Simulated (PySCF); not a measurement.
## Zr(OH)₃ + HBr → ZrOBr + 2 H₂O

Level: PBE0 in the def2-TZVP basis family, computed in PySCF with density fitting; scalar-relativistic core potentials for atoms from Rb on, none lighter, no spin–orbit coupling; open shells unrestricted.

```
species                                                                        state and structure       E (Eh)  ZPE (kJ/mol)  H(298 K) − H(0) (kJ/mol)  S° (J/(mol K))
Zr(OH)₃  doublet, C3h, O–H 0.952 Å (×3), Zr–O 1.927 Å (×3); H–O–Zr 173.9° (×3), O–Zr–O 120.0° (×3)   -274.54489          97.1                      23.3           360.4
    HBr                                                                 singlet, C∞v, H–Br 1.421 Å  -2574.45811          16.0                       8.7           198.5
  ZrOBr                                   doublet, Cs, Zr–Br 2.510 Å, Zr–O 1.721 Å; Br–Zr–O 110.2°  -2696.15926           8.6                      12.8           308.2
    H₂O                                               singlet, C2v, O–H 0.960 Å (×2); H–O–H 105.1°    -76.37736          56.5                       9.9           188.7
```

(1) What is the electronic reaction energy?

(2) Add zero-point, thermal and entropy terms for 298.15 K and 1 bar.

## Answers

(1) At PBE0/def2-TZVP, ΔE = 233.7 kJ/mol from the differences of the total energies times 2625.5, uphill. 

(2) ΔZPE = 8.5 and Δ[H(298) − H(0)] = 0.6 kJ/mol give ΔH° = 242.8 kJ/mol. ΔS° = 126.7 J/(mol K), so ΔG° = 242.8 − 298.15 × (0.1267) = 205 kJ/mol. ΔG° would change sign near 1920 K if ΔH° and ΔS° stayed fixed.

Open d or f shells are single determinants, so the state found may not be the ground state. Each species is the lowest minimum found with this bonding; other isomers or fragments can lie lower.
